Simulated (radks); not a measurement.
These are the eigenvalues of the occupied orbitals of an atom or ion with whole-number occupations (eV). Method: scalar-relativistic Kohn-Sham, PBE, spin-polarised, spherical densities, point nucleus; computed with a radial shooting solver on a logarithmic mesh with Libxc functionals.

| orbital | eigenvalue |
|---|---|
| 1s up | -820.6945 |

Which element is it, and in what charge state? The configuration may be excited. Open shells, if any, are filled with parallel spins first.

Answer. Z = 8, oxygen, charge +7: O7+ in 1s1. The 1s level, -30.16 hartree, gives Z - s = 7.8 by -(Z - s)^2/2, which with screening and relativity narrows Z to a few neighbours, and with so few levels the electron count can be read from the list.
